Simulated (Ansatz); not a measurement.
Basis-set series for CH₉NSiSn, SMILES `N[CH]([SiH3])[SnH3]`. The species carries charge 0 and has multiplicity 1. Sn takes the def2 core potential. All single points use the PBE0-D4/def2-TZVP geometry. It is one conformer, not always the lowest.

```
functional       basis  functions  energy (Eh)  HOMO (eV)  LUMO (eV)
   PBE0-D4    def2-SVP        117   -601.61606      -6.45       0.35
   PBE0-D4  def2-QZVPP        536   -601.85676      -6.66      -0.14
   ωB97M-V    def2-SVP        117   -601.70089      -8.67       2.07
   ωB97M-V  def2-QZVPP        536   -601.94925      -8.89       1.13
```

Task: Give the rows for def2-TZVPP. (Best estimate.)

Result: Ansatz gave: 
```
functional       basis  functions  energy (Eh)  HOMO (eV)  LUMO (eV)
   PBE0-D4  def2-TZVPP        280   -601.83888      -6.62      -0.03
   ωB97M-V  def2-TZVPP        280   -601.93220      -8.87       1.40
```

Positive LUMOs are unbound and depend on the basis.
